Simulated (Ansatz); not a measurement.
Question: Name a neutral molecule of F, O, Se, Zr and H with size of the dipole moment (PBE/def2-TZVPP) between 2.10 and 2.40 D and size of the dipole moment (ωB97M-V/def2-TZVPP) between 2.25 and 2.55 D (Ansatz, PBE0-D4/def2-TZVP geometry).

Answer: `[OH][Zr]([F])([F])[SeH]` (2.35 D, 2.48 D). Other molecules can fit too; these were computed, each in one conformer that needn't be the lowest.
